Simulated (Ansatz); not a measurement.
System: sum formula HSiO (charge -1, singlet). It need not be the lowest isomer of its formula. Whether it binds its extra electron was not tested at this geometry. 
Geometry from a B3LYP-D3(BJ)/def2-TZVP (Ansatz, an electronic-structure program) optimisation:
```
Si
O 1 1.5685
H 1 1.6384 2 106.09
```
Charge -1, spin multiplicity 1.

Basis-set convergence of Hartree-Fock and CCSD(T) correlation energies (hartree) with Ansatz. Valence correlation only, unless marked. Spin-orbit coupling is left out. No relativistic terms.

The Hartree-Fock reference is unstable (checked in the largest basis), which strains HF and MP2. 

| basis | functions | E(HF) | E(corr, CCSD(T)) | rough core time |
|---|---|---|---|---|
| aug-cc-pV(D+d)Z | 64 | -364.38180 | -0.34050 | under 20 s |
| aug-cc-pV(T+d)Z | 124 | -364.41487 | -0.40388 | under 20 s |
| aug-cc-pV(Q+d)Z | 215 | -364.42263 | -0.42478 | 30 s |

Extrapolating the two largest sets (X = 3 and 4) as X^-3: E(corr) = (64·(-0.42478) - 27·(-0.40388))/37 = -0.4400 Eh, an estimate of the basis-set limit. The largest set recovers 96.5 % of it, the smallest 77.4 %.
